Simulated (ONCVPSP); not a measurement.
carbon (C): excitation energies, all-electron against ONCV

carbon (C), optimised norm-conserving Vanderbilt (ONCV), made with ONCVPSP 4.0.1 (PBE, scalar-relativistic). Core [He], reference 2s2 2p1 (charge +1). Waves: 2s: rc 0.95 bohr, ncon 4, nbas 9, qcut 7.9 1/bohr, 1 projector; 2p: rc 1.65 bohr, ncon 4, nbas 8, qcut 10.5 1/bohr, 2 projectors, debl 3.3 Ha. Local part: polynomial inside 0.65 bohr (lpopt 2, dvloc0 1 Ha). Core correction: none.

Energies are relative to the spin-unpolarised reference configuration 2s2 2p1; without spin polarisation the order of configurations can differ from experiment.

(1) Give the all-electron excitation energy and the error of the potential for: 2s2 2p2; 2s2 2p0; 2s1 2p0; 2s0 2p4.

Levels in the configuration 2s1 2p0:

| level | all-electron (eV) | pseudo (eV) |
| --- | --- | --- |
| 2s | -56.106 | -55.835 |

Answers

(1)

| valence configuration | charge | ΔE all-electron (eV) | error AE − PS (meV) |
| --- | --- | --- | --- |
| 2s2 2p2 | 0 | -10.861 | +13 |
| 2s2 2p0 | +2 | 24.156 | +74 |
| 2s1 2p0 | +3 | 72.350 | +244 |
| 2s0 2p4 | 0 | 6.114 | +69 |
